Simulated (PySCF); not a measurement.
A PySCF script (with the pyscf-properties extension) for the NMR shieldings of `C(C[SiH2]C)O[SiH3]`, C3H12OSi2, on a GFN2-xTB geometry:

```python
import basis_set_exchange as bse
import numpy as np
from pyscf import gto, dft
from pyscf.prop import nmr

atoms = """
C    -3.148427   -0.221571   -0.087712
Si   -1.270192   -0.280513   -0.382342
C    -0.412671    0.400600    1.181927
C     1.019267    0.750237    0.824313
O     1.515262   -0.237836   -0.036119
Si    3.033384   -0.473486   -0.545895
H    -3.437612   -0.805111    0.781304
H    -3.680345   -0.624436   -0.942944
H    -3.502550    0.793342    0.067309
H    -0.944849    0.572904   -1.532559
H    -0.866906   -1.666788   -0.631093
H    -0.413946   -0.360991    1.961706
H    -0.911519    1.279245    1.588388
H     1.052411    1.716752    0.305598
H     1.660455    0.826681    1.712044
H     2.825611   -1.661999   -1.354796
H     3.533631    0.678743   -1.304846
H     3.940238   -0.679455    0.589780
"""
names = dict.fromkeys(["C", "Si", "O", "H"], "pcSseg-1")
basis = {el: gto.basis.parse(bse.get_basis(n, elements=[el], fmt="nwchem")) for el, n in names.items()}
mol = gto.M(atom=atoms, basis=basis, charge=0, verbose=0)
mf = dft.RKS(mol, xc="PBE0")
mf.grids.level = 2
mf.grids.alignment = dft.numint.BLKSIZE   # the property module wants whole blocks of grid points
mf.conv_tol = 1e-9
mf.kernel()

calc = nmr.RKS(mf)   # GIAO
C = mf.mo_coeff
Co = C[:, mf.mo_occ > 0]
resp = mf.gen_response(singlet=True, hermi=2)
def vind(x):   # induced exchange potential for any number of trial vectors
    d = np.einsum("pi,xij,qj->xpq", C, 2 * x.reshape(-1, C.shape[1], Co.shape[1]), Co, optimize=True)
    return np.einsum("xpq,pi,qj->xij", resp(d - d.transpose(0, 2, 1)), C, Co, optimize=True).ravel()
mo1, _ = nmr.rhf.solve_mo1(calc, with_cphf=vind)
sigma = calc.kernel(mo1)
for i, s in enumerate(sigma):   # ppm
    print("%2d %-2s %9.2f" % (i, mol.atom_pure_symbol(i), np.trace(s) / 3))
```

**Question.** What are the results?

**Answer.** 
```
 0 C     193.00
 1 Si    392.84
 2 C     166.98
 3 C     120.85
 4 O     312.33
 5 Si    387.26
 6 H      31.69
 7 H      31.65
 8 H      31.72
 9 H      27.57
10 H      27.33
11 H      30.14
12 H      30.99
13 H      27.88
14 H      27.62
15 H      26.89
16 H      26.88
17 H      26.83
```

These numbers come from an equivalent density-fitted implementation of the same equations, which agrees with the script to about 0.01 ppm for H and up to a few tenths of a ppm for heavy atoms, so last digits may differ.

**Question.** Turn these shieldings into chemical shifts. δ = σ(ref) − σ, references computed at the same level: 13C (σref 186.93) and 29Si (σref 349.16) and 1H (σref 31.72) vs TMS; H2O for 17O (σref 336.08).

**Answer.** Averaging equivalent atoms: C 3: 66.1; C 2: 19.9; C 0: -6.1; Si 5: -38.1; Si 1: -43.7; O 4: 23.7; H 15/16/17: 4.85; H 9/10: 4.26; H 13/14: 3.97; H 11/12: 1.15; H 6/7/8: 0.03 ppm. Experimental scales use liquid or dissolved standards, which lie at an offset from isolated H2O (liquid H2O: subtract about 36 ppm).

Size and cost of the density-fitted run: 176 basis functions, 52 s wall time on 1 thread of an Arm Neoverse V1, shared host; peak memory 0.79 GiB.
